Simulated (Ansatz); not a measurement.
## Worked example: CH3Cl + GeH2(GeH3)(OH) → CH4O + GeH2(GeH3)Cl

Species: CH3Cl (chloromethane) `CCl`, singlet; GeH2(GeH3)(OH), singlet; CH4O (methanol) `CO`, singlet; GeH2(GeH3)Cl, singlet. The partners trade Cl for OH: C–Cl and Ge–OH bonds give way to C–OH and Ge–Cl.

Shapes, held fixed at every level: PBE0-D4/def2-TZVP. Flexible molecules stand in one conformer, not always the lowest. Programs: Ansatz 0.2.0. The zero-point and thermal change to 298 K, harmonic and unscaled (PBE0-D4/def2-TZVP), is +3.8 kJ/mol.

At CCSD(T)/def2-TZVPP; 1 Eh = 2625.50 kJ/mol:

```
       species   energy (Eh)
         CH3Cl   -499.560551
GeH2(GeH3)(OH)  -4229.966474
          CH4O   -115.555339
  GeH2(GeH3)Cl  -4613.980521
```

Work out ΔH(298 K) of the reaction at this level.


1. Products less reactants: (-115.555339) + (-4613.980521) − [(-499.560551) + (-4229.966474)] = -0.008835 Eh = -23.2 kJ/mol.
2. With the thermal change: -23.2 + (+3.8) = -19.4 kJ/mol.

Other levels give -33.8 (CCSD/def2-SVP) to -17.5 kJ/mol (MP2/def2-TZVPP). No measured value is set beside it here. Relativity is left out for Ge. Outer-core shells of Ge are correlated in most correlated rows, in sets that cover them unevenly.
